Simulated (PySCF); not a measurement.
C₅H₈N₂O₂.
Cartesian coordinates in Å at the GFN2-xTB level; atoms count from 1:
```xyz
17
C5H8N2O2 angstrom
C     -1.0726   -1.8127   -0.4544
C     -0.6270   -0.5735   -0.2703
C      0.7891   -0.1813   -0.5630
C      1.6614   -0.4556    0.6731
N      1.7925    0.6064    1.4842
O      2.1700   -1.5332    0.8807
N     -1.5212    0.3997    0.2182
C     -1.3221    1.6882    0.5591
O     -0.2799    2.3029    0.5717
H     -2.0850   -2.1007   -0.2271
H     -0.4208   -2.5805   -0.8234
H      0.8578    0.8669   -0.8426
H      1.1674   -0.8097   -1.3687
H      2.3258    0.5132    2.3326
H      1.2946    1.4656    1.2937
H     -2.4642    0.0483    0.3197
H     -2.2729    2.1681    0.8559
```

Method: PBE0/def2-SVPD in PySCF (dipole) on a GFN2-xTB geometry, gas phase.

Take the most abundant isotopes and a rigid rotor. The values belong to one conformer with, in the numbering `[CH2:1]=[C:2]([CH2:3][C:4]([NH2:5])=[O:6])[NH:7][CH:8]=[O:9]`, C1–C2–C3–C4 -87°, C2–C3–C4–N5 -93°, C3–C4–N5–H 178° and 4°, C1–C2–N7–C8 176°, C2–N7–C8–O9 -3°.

Q: What are A, B and C (MHz)?

A: Ia = 231.61, Ib = 336.41, Ic = 516.43 u·Å²; 505379 MHz·u·Å²/I gives A = 2182, B = 1502, C = 978.6 MHz.

Q: What kind of rotor is it?

A: An asymmetric top. Ray's parameter κ = (2B − A − C)/(A − C) = -0.130; −1 is the prolate and +1 the oblate limit.

Q: Is it planar, by Δ = Ic − Ia − Ib?

A: Not planar: Δ = Ic − Ia − Ib = -51.59 u·Å². For a rigid frame Δ = −2 Σ m c², so Σ m c² = 25.79 u·Å² lies off the ab plane: 7.81 from hydrogen and 17.98 from heavier atoms. The atom farthest from that plane is 1.65 Å away.

Q: List the rotational levels J(Ka,Kc) to J = 3 (MHz).

A: Above 0(0,0):
J = 1: 1(0,1) 2481, 1(1,1) 3161, 1(1,0) 3684
J = 2: 2(0,2) 7236, 2(1,2) 7599, 2(1,1) 9170, 2(2,1) 11209, 2(2,0) 11416
J = 3: 3(0,3) 14001, 3(1,3) 14144, 3(1,2) 17230, 3(2,2) 18652, 3(2,1) 19536, 3(3,1) 23471, 3(3,0) 23527
Those of J = 1 are B + C, A + C and A + B.

Q: Which types of transition are allowed, and where do some lines up to J = 5 fall?

A: The dipole components are |μa| = 4.21 D, |μb| = 1.18 D, |μc| = 0.82 D. Intensities carry the squares of the components, which stand as 1.00 : 0.08 : 0.04 (a : b : c). Some of the stronger lines:

| type | branch | J(Ka,Kc) | MHz | lower level (cm⁻¹) |
| --- | --- | --- | --- | --- |
| a | Q | 4(3,1) ← 4(3,2) | 352 | 1.124 |
| a | Q | 2(1,1) ← 2(1,2) | 1571 | 0.253 |
| a | Q | 4(2,2) ← 4(2,3) | 2120 | 0.948 |
| a | R | 1(0,1) ← 0(0,0) | 2481 | 0.000 |
| a | Q | 3(1,2) ← 3(1,3) | 3086 | 0.472 |
| a | R | 2(0,2) ← 1(0,1) | 4755 | 0.083 |
| a | R | 2(1,1) ← 1(1,0) | 5485 | 0.123 |
| a | R | 3(1,3) ← 2(1,2) | 6546 | 0.253 |
| a | R | 4(1,4) ← 3(1,3) | 8579 | 0.472 |
| a | R | 4(2,3) ← 3(2,2) | 9756 | 0.622 |
| a | R | 4(3,1) ← 3(3,0) | 10517 | 0.785 |
| a | R | 5(2,4) ← 4(2,3) | 11951 | 0.948 |
| a | R | 5(3,2) ← 4(3,1) | 13513 | 1.136 |

Stationary, but not proved a minimum. Zero-point vibration and centrifugal distortion are left out. Quadrupole hyperfine structure (14N) is left out.

Time: 1.7 min of wall time (with the writing of density and orbital grids); peak memory 1.0 GiB. Hardware: Arm Neoverse N1, one thread, shared host with 64 logical CPUs at a one-minute load of 51. This is the PBE0/def2-SVPD job that gave the dipole, with the excitations it also computed.
